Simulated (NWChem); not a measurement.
## Basis-set convergence for BrClSn

```xyz
3

Sn    -0.8222     0.3606     0.0000
Cl     0.7036     2.2287     0.0000
Br     0.8328    -1.5977     0.0000
```
Charge 0, spin multiplicity 1.

Program: NWChem. All single points use one geometry, from PBE/def2-SVP with def2 effective core potentials on Sn, a minimum by its harmonic frequencies.

Quantity: first vertical ionisation energy at the level G0W0@PBE.

Effective core potentials replace the inner electrons of Sn; spin-orbit coupling is left out. GW and range-separated runs recompute their integrals, the others keep them in memory, which bears on the times. The structure started from a generated list of species.

Relative cost: rough, from shared machines, SCF included, def2-SVP = 1.

```csv
basis,functions,first vertical ionisation energy (eV),relative cost
def2-SVP,76,8.78,1
def2-SVPD,100,8.96,under 3
def2-TZVP,135,9.30,5
def2-TZVPP,140,9.31,5
def2-TZVPD,159,9.30,7
def2-QZVP,227,9.56,30
```

Smallest basis within 0.2 eV of def2-QZVP, the largest set run: no smaller one. def2-QZVP isn't the basis-set limit itself, and a small set can land close by cancellation.
